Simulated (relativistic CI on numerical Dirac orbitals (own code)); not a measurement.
# One change at a time: Mn IX

Base calculation: Dirac-Coulomb-Breit CI, KLI orbitals optimised for each configuration, model QED, unscaled Slater integrals.

CI space (outside the closed core [Ne]): 3s²3p⁵, 3s3p⁶, 3s²3p⁴3d, 3s3p⁵3d, 3p⁶3d, 3s3p⁴3d², 3s²3p⁴4s, 3s²3p⁴4p, 3s²3p³3d4p, 3p⁶4s, 3s²3p⁴4d, 3p⁶4p, 3s3p⁵4s, 3s²3p³3d², 3s²3p²3d³, 3s3p³3d³, 3s²3p²3d²4s, 3s²3p²3d²4p, 3s²3p²3d²4d. Double excitations out of closed p, d and f shells are left out; levels of such configurations are missing from the list, as are those of other unlisted configurations, and high levels can miss mixing partners. These lack a partner that the ground configuration has and come out too high: 3s3p⁵4s.

The lowest level and the first level of each name with at least 55 % of one term (blank where a level has no safe partner in the second run):

| Level | Base (cm⁻¹) | Shift (cm⁻¹) |
| --- | --- | --- |
| 3s²3p⁵ ²P°3/2 | 0 | 0 |
| 3s²3p⁵ ²P°1/2 | 12497 | +347 |
| 3s3p⁶ ²S1/2 | 262210 | +212 |
| 3s²3p⁴3d ⁴D7/2 | 358871 | +713 |
| 3s²3p⁴3d ⁴D5/2 | 359080 | +626 |
| 3s²3p⁴3d ⁴D3/2 | 360105 | +577 |
| 3s²3p⁴3d ⁴D1/2 | 361234 | +585 |
| 3s²3p⁴3d ⁴F9/2 | 389551 | +674 |
| 3s²3p⁴3d ²P1/2 | 391475 | +551 |
| 3s²3p⁴3d ⁴F7/2 | 393723 | +694 |
| 3s²3p⁴3d ⁴F5/2 | 396688 | +718 |
| 3s²3p⁴3d ⁴F3/2 | 398057 | +682 |
| 3s²3p⁴3d ²P3/2 | 398395 | +688 |
| 3s²3p⁴3d ²D3/2 | 404971 | +569 |

At this charge configurations can still be misplaced by up to about 7 % of their energy.

(1) One thing was changed in a second run, which moved the levels as shown. Which?
A. valence Slater integrals scaled by 0.9
B. non-relativistic limit
C. Breit term removed
D. configuration mixing switched off
E. QED terms removed

Results:

(1) C. Breit term removed. The Breit term mainly narrows fine-structure intervals, so removing it widens them.

LS names give the leading component of a level, which can be under half, so a name can repeat, a term be missing and a line seem to break the LS rules.
